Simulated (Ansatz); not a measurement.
Ideal-gas functions of Cl2F2H2Si2, SMILES `F[SiH2][Si](F)(Cl)Cl` at 800 K and 1 bar, from an Ansatz frequency run at PBE0-D4/def2-TZVP.

Molar mass 167.09 g/mol, point group Cs (symmetry number 1), electronic degeneracy 1, moments of inertia 318.318, 467.441, 545.206 u Å². Harmonic wavenumbers (cm⁻¹, unscaled): 34, 82, 100, 169, 218, 244, 262, 397, 501, 589, 616, 725, 848, 891, 914, 943, 2240, 2253.

Use S(trans) = R[1.5 ln M + 2.5 ln T − 1.1517]; rotational temperatures θ = 24.2544 K / I; S(rot) = R[ln(√π/σ · √(T³/θAθBθC)) + 1.5]; for each mode x = 1.438777 ν̃/T, S = R[x/(eˣ − 1) − ln(1 − e⁻ˣ)] and H = RT x/(eˣ − 1); 1 cm⁻¹ = 0.0119627 kJ/mol; R = 8.31446 J/(mol·K).

Task: By hand: the entropy, in J/(mol·K).

Result: Translation 193.2. Rotation: θ = 0.0762, 0.0519, 0.0445 K, giving 136.5. Vibration, mode by mode: 31.55, 24.24, 22.59, 18.25, 16.15, 15.23, 14.65, 11.29, 9.46, 8.21, 7.88, 6.67, 5.57, 5.23, 5.06, 4.85, 0.76, 0.74, in all 208.4. Electronic 0.0. Sum 538.1 J/(mol·K).

Task: By hand: H − E and G − E in kJ/mol, counted from the electronic energy.

Result: Zero-point energy ½ × 12026 × 0.0119627 = 71.9; thermal vibration 71.2; translation, rotation and pV give 4 RT = 26.6. H − E = 169.7 kJ/mol, and G − E = 169.7 − 800 × 538.1/1000 = -260.8 kJ/mol.

Vibration gives 39 % of the entropy, 78.4 J/(mol·K) of it from the modes under 150 cm⁻¹: soft modes count most, and the harmonic formula is weakest for them. The sum counts one conformer and one mirror image; others add a mixing term.
